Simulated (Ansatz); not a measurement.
Abridged output of a molecular run in Ansatz:

```
Functional definition: HF
1104 factors; integrals over basis functions are off by at most 6.6e-4 eV
mean field evaluation 1: about -34941.9671 eV, gradient 3.6e1 eV
mean field evaluation 2: about -34942.2117 eV, gradient 3.7e1 eV
mean field evaluation 4: about -34944.8065 eV, gradient 2.6e0 eV
mean field evaluation 8: about -34944.8463 eV, gradient 2.5e-1 eV
mean field -34944.84663175 eV, -1284.1994272491 hartree, gradient 3.9e-6 eV, S^2 0.000000; 0 other end points of the search recorded, 0 dependent functions left out
16 core orbitals not correlated: weight in the atoms' cores, before any rotation towards them, 1.000 or more for the frozen orbitals, at most 0.000 for the correlated occupied ones
reference -34944.84663175 eV, -1284.1994272491 hartree; 13, 13 occupied and 156, 156 virtual orbitals, 1104 factors
second order -19.98525019 eV of doubles, -0.00000000 eV of singles
cycle   1  -20.58195046 eV  change   -6.0e-1 eV  update   8.5e-2
cycle   2  -21.00339883 eV  change   -4.2e-1 eV  update   2.4e-2
cycle   3  -21.08957014 eV  change   -8.6e-2 eV  update   1.1e-2
cycle   4  -21.08020384 eV  change    9.4e-3 eV  update   2.4e-3
cycle   5  -21.07927209 eV  change    9.3e-4 eV  update   1.0e-3
cycle   6  -21.07951750 eV  change   -2.5e-4 eV  update   2.9e-4
cycle   7  -21.07936343 eV  change    1.5e-4 eV  update   9.7e-5
cycle   8  -21.07936348 eV  change   -4.2e-8 eV  update   2.5e-5
perturbative correction -0.83699317 eV, -0.0307589316 hartree
Total energy: -34966.76298840 eV, -1285.0048385003 hartree
```

Its atoms:

```xyz
6

O    -0.656    1.112    0.360
Si    0.360   -0.104    0.016
Cl    0.341   -0.540   -1.978
Cl   -0.158   -1.805    1.019
H    -1.590    1.015    0.164
H     1.704    0.323    0.420
```

Question: Which basis set was used?
A. def2-TZVPPD
B. def2-TZVPP
C. cc-pV(Q+d)Z
D. def2-SVP

Answer: B. It gives 185 functions.

Question: Write the keys of the input that set method, charge and spin (a neutral closed shell needs none for the last two).

Answer: 
```yaml
correlation: {method: ccsd_t}
```
